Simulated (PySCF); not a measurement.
Atomic charges by several schemes

Compound: C4H11NO3Si.
Numbering: `[CH3:1][N:2]([CH3:3])[Si@H:4]([OH:5])[O:6][CH2:7][CH:8]=[O:9]` (hydrogens: H10, H11, H12 on C1; H13, H14, H15 on C3; H16 on Si4; H17 on O5; H18, H19 on C7; H20 on C8)

Cartesian coordinates in Å at the GFN2-xTB level; atoms count from 1:
```xyz
20
C4H11NO3Si angstrom
C     -1.6997    1.2671    0.6870
N     -1.3639    0.1255   -0.1315
C     -2.4288   -0.2253   -1.0383
Si     0.2490   -0.2529   -0.5624
O      0.3862   -1.8091   -1.0125
O      1.0528    0.1081    0.8136
C      2.3890   -0.1918    1.0405
C      2.7344    0.0018    2.4925
O      3.8207   -0.1569    2.9707
H     -0.8714    1.4835    1.3530
H     -2.5897    1.0420    1.2803
H     -1.9092    2.1530    0.0769
H     -3.3302   -0.4776   -0.4731
H     -2.6706    0.6021   -1.7155
H     -2.1317   -1.0813   -1.6368
H      0.8678    0.3881   -1.7201
H     -0.0289   -2.5067   -0.5101
H      2.6156   -1.2280    0.7543
H      3.0401    0.4523    0.4344
H      1.8633    0.3165    3.0972
```

Density: PBE0/pcSseg-1 (PySCF); schemes: Mulliken, IAO, Hirshfeld and ESP-fitted. The structure is a single GFN2-xTB conformer in the gas phase; no vibrational or solvent corrections.

Q: Atoms with like bonding are taken together and averaged. Which atoms carry the highest charge in the Mulliken, IAO, Hirshfeld and ESP-fitted schemes?

A: All schemes agree: Mulliken Si4 (+1.153); IAO Si4 (+1.390); Hirshfeld Si4 (+0.469); ESP-fitted Si4 (+0.895).

Q: For which atoms does the sign change between the 4 schemes (beyond +0.03 e in one, beyond −0.03 e in another)?

A: C7. Atomic charges aren't observables, and each scheme defines them in its own way.

Q: At which atom do the 4 schemes differ most?

A: At Si4: from +0.469 (Hirshfeld) to +1.390 e (IAO), 0.921 e apart.

Q: What partial charge does each atom carry?

A: In e; atoms taken as equivalent share a row and are averaged (×n: the atom named and its like, n in all):

```tsv
atom	environment	Mulliken	IAO	Hirshfeld	ESP-fitted
C1/C3	N-methyl carbon	-0.078	-0.300	-0.072	-0.387
N2	silicon-bound nitrogen	-0.780	-0.527	-0.182	-0.278
Si4	oxygen-bound silicon	+1.153	+1.390	+0.469	+0.895
O5	silanol oxygen	-0.561	-0.791	-0.304	-0.717
O6	silyl ether oxygen	-0.653	-0.648	-0.215	-0.474
C7	sp3 carbon bound to oxygen	+0.056	-0.106	+0.003	-0.029
C8	aldehyde carbon	+0.205	+0.271	+0.136	+0.529
O9	aldehyde oxygen	-0.347	-0.382	-0.224	-0.484
H10 (×6)	methyl hydrogen	+0.109	+0.135	+0.038	+0.144
H16	Si–H hydrogen	-0.174	-0.195	-0.091	-0.134
H17	hydroxyl hydrogen	+0.243	+0.365	+0.178	+0.436
H18	methylene hydrogen	+0.137	+0.153	+0.052	+0.091
H19	methylene hydrogen	+0.140	+0.155	+0.054	+0.093
H20	formyl hydrogen	+0.084	+0.104	+0.040	-0.017
```

Mean size of the charges over all atoms: IAO 0.325 e, ESP-fitted 0.291 e, Mulliken 0.267 e, Hirshfeld 0.116 e. Each set sums to the total charge, 0, to within 0.001 e. The Hirshfeld scheme divides the density at each point in proportion to the densities of the neutral, spherically averaged free atoms. The ESP scheme fits charges at the nuclei, held to the total charge, to the electrostatic potential on points at 1.4 to 2.0 times the van der Waals radii.

Some averages cover members that differ in this geometry: C1/C3, ESP-fitted -0.408 to -0.366; H10 (×6), IAO +0.117 to +0.157; H10 (×6), Mulliken +0.095 to +0.130 e.

Q: Sum the charges by element, for elements with more than one atom.

A: 
```json
{"element": "C", "atoms": "4", "Mulliken": "+0.106", "IAO": "-0.435", "Hirshfeld": "-0.004", "ESP-fitted": "-0.275"}
{"element": "O", "atoms": "3", "Mulliken": "-1.562", "IAO": "-1.820", "Hirshfeld": "-0.744", "ESP-fitted": "-1.675"}
{"element": "H", "atoms": "11", "Mulliken": "+1.082", "IAO": "+1.391", "Hirshfeld": "+0.461", "ESP-fitted": "+1.333"}
```

Q: How closely do the schemes follow one another over all atoms?

A: Correlation coefficient and root-mean-square difference: IAO with Hirshfeld 0.98, 0.290 e; Mulliken with IAO 0.96, 0.127 e; Hirshfeld with ESP-fitted 0.96, 0.223 e; Mulliken with Hirshfeld 0.95, 0.241 e; IAO with ESP-fitted 0.95, 0.154 e; Mulliken with ESP-fitted 0.87, 0.195 e.
